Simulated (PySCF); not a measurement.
NMR data simulated for an unnamed compound:

¹H NMR (300 MHz, computed): δ 3.49 (br s, 2H), 1.96 (s, 3H), 1.80 (s, 3H), 1.54 (s, 3H), 1.26 (s, 2H).

¹³C{¹H} NMR (computed): δ 137.1 (C), 128.7 (C), 25.1 (CH2), 23.2 (CH3), 22.1 (CH3), 21.8 (CH3).

Theoretical values (PySCF 2.14.0 with density-fitted response routines): PBE0-D3(BJ)/def2-SVP structure, shieldings: GIAO B3LYP/pcSseg-1. Averaged over atoms made equivalent by symmetry, fast rotation or ring inversion, one conformer, gas phase, non-relativistic Hamiltonian.

Referencing at the same level of theory: ¹H, ¹³C against TMS.

Q: Which of these does the molecule contain: a non-aromatic C=C double bond, a benzene ring, a methoxy group, an OH group, an S-methyl group?

A: 
- A non-aromatic C=C double bond: yes.
- A benzene ring: no.
- A methoxy group: no.
- An OH group: yes (δH 3.49 (br s)).
- An S-methyl group: no.

The data belong to SMILES CC(C)=C(C)CB(O)O, C₆H₁₃BO₂; they needn't prove each group on their own.

Carbon signals by region: 2 in the sp2 and nitrile region (100–160 ppm), 4 below 50 ppm.

OH/NH shifts are gas-phase values; hydrogen bonding in solution moves them, usually downfield. A carbon bonded to boron is broadened by the quadrupolar boron nucleus and is often missing from a measured spectrum. Shifts are as computed. Against solution values, carbons near 30 ppm lie about +2 ppm off and those near 130 ppm about +6 ppm. Of 1309 compounds with measured shifts, 239 miss one by over three times the rms of a fit or turn the order of signals round; such compounds aren't used in these exercises. Multiplicities follow the n + 1 count of equivalent neighbours, as no J values were calculated; m marks all less simple cases, F and P coupling included.
